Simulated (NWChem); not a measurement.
AlH₃S₂; SMILES [SH][AlH][SH]

```xyz
6

Al     0.0000     0.0000    -0.7504
H      0.0000     0.0000    -2.3312
S     -1.8495     0.0000     0.4104
H     -2.6336     0.0000    -0.6912
S      1.8495     0.0000     0.4104
H      2.6336     0.0000    -0.6912
```
Atoms are numbered in this order, from 1.

Level: PBE0/def2-SVP (NWChem), optimised geometry, unscaled harmonic frequencies. 

**Question.** List the harmonic frequencies with IR intensities, and the thermochemistry.

**Answer.** 
```
frequency (cm⁻¹)  IR intensity (km/mol)
----------------  ---------------------
131                                 3.6
185                                 0.0
262                                11.2
439                                13.2
463                               117.3
528                                 5.3
576                               182.9
689                                 7.2
692                               152.2
1964                              150.7
2713                                0.0
2713                                1.8
```

```yaml
zero_point_energy: 16.2 kcal/mol
thermal correction to the enthalpy at 298.15 K (with zero-point energy): 20.4 kcal/mol
heat capacity Cv: 18.2 cal/(mol K)
entropy at 298.15 K and 1 atm (symmetry number 2): 74.3 cal/(mol K)
dipole_moment: 2.12 D
```

Rigid rotor and harmonic oscillator.
